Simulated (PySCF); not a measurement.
# Ionisation energy of Os⁵⁴⁺ by level of theory

Os⁵⁴⁺ [Ar] 3d4 [3d3/2^4, M_J = 0] → Os⁵⁵⁺ [Ar] 3d3 [3d3/2^3, M_J = 3/2], as a difference of total energies. Calculation: PySCF 2.14, in an uncontracted even-tempered set (15 s from 15 bohr⁻², ratio 2.8; 12 p from 20 bohr⁻², ratio 2.8; 8 d from 20 bohr⁻², ratio 2.8; 3 f from 65 bohr⁻², ratio 3); the two-component X2C-1e Hamiltonian. Correlated levels: [Ne] frozen; the 72 highest virtual spinors dropped. "Screened" scales the spin-orbit matrix elements by Boettger's factors to mimic the two-electron term; Breit and QED terms are absent.

| method | ionisation energy (eV) |
| --- | --- |
| GHF (spin-free) | 5244.0 |
| GMP2 (spin-free) | 5244.0 |
| GHF (screened spin-orbit) | 5283.8 |
| GMP2 (screened spin-orbit) | 5284.7 |

Breit and QED terms and the two-electron picture change are absent.

The spin-free rows relax to the high-spin LS determinant and lack the spin-orbit shift.

The labels give the starting determinants; with spin-orbit coupling the two ends relaxed to ⟨J²⟩ = 0.00, ⟨L²⟩ = 2.47, ⟨S²⟩ = 2.47 and ⟨J²⟩ = 3.76, ⟨L²⟩ = 7.62, ⟨S²⟩ = 2.08.

For comparison: 5280 ± 5 eV (theoretical estimate listed by NIST; NIST Atomic Spectra Database, ionization energies).
